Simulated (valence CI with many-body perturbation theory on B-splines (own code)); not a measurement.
Ladder of approximations for Mn XXI

Calculated by relativistic CI+MBPT: three valence electrons over a frozen Dirac-Fock core [He], radial functions for each j: 11 s, 11 p, 9 d, 7 f, 5 g, 2 h, 1 i, with the one-electron correlation potential Σ1 (screened to all orders), the two-electron term Σ2, the three-electron term Σ3, Breit, model QED; selected single and double excitations, second order for the rest (own B-spline code, finite nucleus).

No measured levels were compared; by estimate levels of excited configurations hold to 0.05 to 0.15 % of their energy, terms of the ground configuration to about 0.5 %.

Each rung adds one term. CI alone is the Dirac-Coulomb CI over the frozen core; QED comes last and gives the full result, which names the levels. Energies are above 2s2 2p 2P°_1/2 on the same rung, in × 10³ cm⁻¹.

Names give the largest LS component (configuration and term), which can be under half, so a name can repeat, a term be missing and a line seem to break the LS rules; names also repeat where a configuration has a term twice.

```csv
Level,CI alone,Σ1,Σ2,Σ3,Breit,QED,Full
2s2 2p 2P°_3/2,102.56,+0.12,0.00,0.00,-3.45,+0.22,99.45
2s 2p2 4P_1/2,381.40,-1.32,-0.16,+0.09,+2.23,-2.98,379.26
2s 2p2 4P_3/2,428.31,-1.25,-0.17,+0.10,+0.43,-2.84,424.59
2s 2p2 4P_5/2,477.64,-1.19,-0.18,+0.09,-3.21,-2.75,470.40
2s 2p2 2D_3/2,693.56,-1.21,-0.68,-0.21,-1.12,-2.84,687.49
2s 2p2 2D_5/2,711.73,-1.17,-0.60,-0.19,-2.74,-2.75,704.28
2s 2p2 2P_1/2,810.31,-1.27,-1.55,-0.39,+2.31,-2.99,806.41
2s 2p2 2S_1/2,917.49,-1.13,-1.17,-0.40,-0.99,-2.73,911.07
2s 2p2 2P_3/2,934.68,-1.16,-2.52,-0.38,-2.80,-2.77,925.05
2p3 4S°_3/2,1187.6,-2.59,-2.63,-0.28,+1.10,-5.95,1177.2
2p3 2D°_3/2,1319.7,-2.56,-2.11,-0.28,+2.12,-5.94,1310.9
2p3 2D°_5/2,1347.7,-2.52,-2.07,-0.27,-1.91,-5.87,1335.0
2p3 2P°_1/2,1481.7,-2.45,-2.00,-0.34,+1.60,-5.76,1472.8
2p3 2P°_3/2,1529.6,-2.36,-2.01,-0.33,-1.63,-5.59,1517.7
2s2 3s 2S_1/2,7422.2,+2.26,-0.39,-0.28,-6.15,+1.06,7418.7
2s2 3p 2P°_1/2,7593.6,+1.95,-0.41,-0.28,-5.05,+0.09,7589.9
2s2 3p 2P°_3/2,7622.5,+1.98,-0.41,-0.28,-6.15,+0.16,7617.8
2s 2p 3s 4P°_1/2,7766.2,+0.90,-0.31,-0.28,-2.52,-2.01,7762.0
2s2 3d 2D_3/2,7779.8,+2.31,-0.48,-0.27,-6.98,+0.20,7774.6
```

The middle columns are the shifts that each term adds.

(1) How does the ionisation energy move along the ladder, and which term matters most?

Results:

(1) CI alone 1644.1, + Σ1 1644.4, + Σ2 1644.3, + Σ3 1644.3, + Breit 1643.4, + QED 1643.5 eV. The largest step is Breit, -0.9 eV. NIST lists 1643.2 ± 0.7 eV (semi-empirical).
